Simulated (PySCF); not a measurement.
## Radial density of Mo (molybdenum, neutral)

UHF, [Kr] 4d5 5s1, high-spin 7S determinant. Calculation: PySCF 2.14, in def2-SVP with the def2 core potential (28 electrons); a scalar-relativistic core potential. This is the valence pseudo-density: the core potential removes the inner electrons and smooths the orbitals near the nucleus.

```csv
r (bohr),4πr²ρ (e/bohr),4πr²(ρα − ρβ)
0.0355,1.635e-05,0.0000
0.0596,4.464e-05,0.0000
0.100,0.0001193,0.0000
0.169,0.0005512,0.0002
0.284,0.01759,0.0053
0.477,0.6866,0.1109
0.803,7.653,1.2003
1.35,9.250,2.8986
2.27,2.385,1.8387
3.82,0.5524,0.5489
6.43,0.04719,0.0472
10.8,0.0004014,0.0004
```

Energies and moments cover only the electrons outside the core potential.
